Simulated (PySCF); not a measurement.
## Adding and removing an electron: LiSn

UHF-MP2; Li def2-SVP, Sn def2-SVP with ECP28; scalar-relativistic core potentials (PySCF 2.14). Neutral (UHF): quartet (σ ↑, π ↑↑), Re = 2.608 Å, ωe = 372 cm⁻¹, De = 1.40 eV.

LiSn⁺ (UHF): triplet (σ ↑, π ↑), Re = 3.061 Å, ωe = 207 cm⁻¹, De = 0.72 eV to Li⁺ + Sn. The energies at the minima are -220.87142 hartree for LiSn and -220.65357 for LiSn⁺.

(1) Work out the adiabatic ionisation energy, without and with harmonic zero-point energies (1 hartree = 27.2114 eV, 1 eV = 8065.5 cm⁻¹), and the change of the bond length.

Correlated steps freeze 4 core orbitals. Correlated levels converge slowly with the basis: in double zeta they bind strong bonds too weakly, by up to about 1 eV, and carry superposition errors of some tenths. Spin–orbit coupling is left out, which matters for elements this heavy, above all for dissociation energies. For an ion De counts to the pair picked by the measured ionisation energies or electron affinities, which need not be the lowest pair at this level. States were picked by a PBE0 search and need not be the measured ground states.

## Answers

(1) At UHF-MP2: 0.21785 hartree = 5.928 eV between the minima; the zero-point term (207.0 − 372.0)/2 cm⁻¹ = -0.010 eV makes it 5.918 eV. Re changes by +45.3 pm against the neutral. The electron leaves a π orbital, and the ion is left as a loose complex of an ion and an atom.
